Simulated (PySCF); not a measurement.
Task: Write Cartesian coordinates for `O=C(/C(Cl)=C\[O-])O` as optimised with GFN2-xTB. (Charge -1.)

Result: 
```
atom  x, y, z in Å
O1     1.4812   -1.6005   -0.2322
C2     0.8675   -0.5434   -0.0997
O3     1.5758    0.6348   -0.1436
C4    -0.5159   -0.3709    0.0987
Cl5   -1.4222   -1.8697    0.1516
C6    -1.2592    0.8011    0.2554
O7    -0.8655    1.9671    0.2550
H8     2.5020    0.3896   -0.2799
H9    -2.3501    0.5979    0.3968
```

Orientation and origin are arbitrary. Atoms count from 1 in this order. Of the pairs four or more bonds apart, O3···O7 is among the closest relative to their van der Waals radii: 2.81 Å, 92 % of the sum of Bondi's values. C6 (vinylic carbon bearing oxygen) is planar (angles 128.7°, 119.0° and 112.4°, sum 360.0°, 0.00 Å off the plane of its three neighbours). C4 (carbon bonded to 2 C and Cl) is planar (angles 129.9°, 116.0° and 114.1°, sum 360.0°, 0.00 Å off the plane of its three neighbours). C2 (carboxylic acid carbon) is planar (angles 127.6°, 118.4° and 113.9°, sum 360.0°, 0.00 Å off the plane of its three neighbours).

Bonds between heavy atoms (Å): O1=C2 1.230, C2–O3 1.375, C2–C4 1.408, C4–Cl5 1.752, C4=C6 1.397, C6–O7 1.231.

Structure optimised with GFN2-xTB, isolated species.

Point group: Cs (tolerance 0.08 Å). GFN2-xTB frequencies: not computed here. Torsions: O1–C2–O3–H 0°, O1–C2–C4–Cl5 0°.

One conformer stands for the species.
